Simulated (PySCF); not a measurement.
CH7O2PSi2.
Geometry (PBE0-D3(BJ)/def2-SVP, Å), atoms numbered from 1 in this order:
```
atom  x, y, z in Å
O1     1.6232   -1.8407    0.7842
C2     1.4986   -0.7925    0.2063
O3     2.4082   -0.3277   -0.6606
Si4   -0.0322    0.3647    0.4417
Si5   -1.9138   -0.9820    0.0866
P6     0.0526    2.0155   -1.1057
H7     3.1224   -0.9885   -0.7061
H8     0.0343    0.8384    1.8586
H9    -3.1516   -0.1470    0.1703
H10   -1.8217   -1.5759   -1.2818
H11   -1.9728   -2.0702    1.1060
H12    1.1216    2.7025   -0.4528
H13   -0.9632    2.7864   -0.4571
```

Jobs on this species (13 atoms, 72 electrons) with PySCF (density fitting). Hardware of each: one thread, Arm Neoverse V2 (aarch64), shared host. Times come from a shared host and carry two figures at best. Peak memory is the resident size of the whole Python process, interpreter and libraries included.

| level and settings | work | basis functions | SCF cycles | wall time | peak memory |
| --- | --- | --- | --- | --- | --- |
| delta-SCF UKS PBE0, pcX-2 on the ionised atom, pcseg-1 elsewhere, spin-free X2C | ΔSCF core ionisation, 9 holes | 173 | ? | ? | ? |
| PBE0-D3(BJ)/def2-SVP, grid level 1 | geometry optimisation from a GFN2-xTB start shaken at random | 131 | ? | ? | ? |
| delta-SCF UKS SCAN, def2-TZVP on the ionised atom, pcseg-1 elsewhere, spin-free X2C | ΔSCF core ionisation, 9 holes | 150 | 139 | 60 s | 0.57 GiB |
| delta-SCF UKS SCAN, pcX-2 on the ionised atom, pcseg-1 elsewhere, spin-free X2C | ΔSCF core ionisation, 9 holes | 173 | 142 | 65 s | 0.66 GiB |
| delta-SCF UKS PBE, pcX-2 on the ionised atom, pcseg-1 elsewhere, spin-free X2C | ΔSCF core ionisation, 9 holes | 173 | 147 | 41 s | 0.68 GiB |
| delta-SCF UKS SCAN, pcX-2 on the ionised atom, pcseg-1 elsewhere, non-relativistic | ΔSCF core ionisation, 9 holes | 173 | 140 | 63 s | 0.68 GiB |
| delta-SCF UKS B3LYP, pcX-2 on the ionised atom, pcseg-1 elsewhere, spin-free X2C | ΔSCF core ionisation, 9 holes | 173 | 129 | 95 s | 0.80 GiB |
| delta-SCF UKS SCAN, pcX-1 on the ionised atom, pcseg-1 elsewhere, spin-free X2C | ΔSCF core ionisation, 9 holes | 153 | 141 | 54 s | 0.57 GiB |

**Question.** Fill in the missing figures.

**Answer.** 
- delta-SCF UKS PBE0, pcX-2 on the ionised atom, pcseg-1 elsewhere, spin-free X2C; ΔSCF core ionisation, 9 holes: 92 s, 0.80 GiB, 127 SCF cycles
- PBE0-D3(BJ)/def2-SVP, grid level 1; geometry optimisation from a GFN2-xTB start shaken at random: 1.7 min, 0.51 GiB, 96 SCF cycles

**Question.** What do all jobs in the table cost together?

**Answer.** About 9.5 min; the longest takes about 18 % of that, and about 2.5 times as long as the shortest.
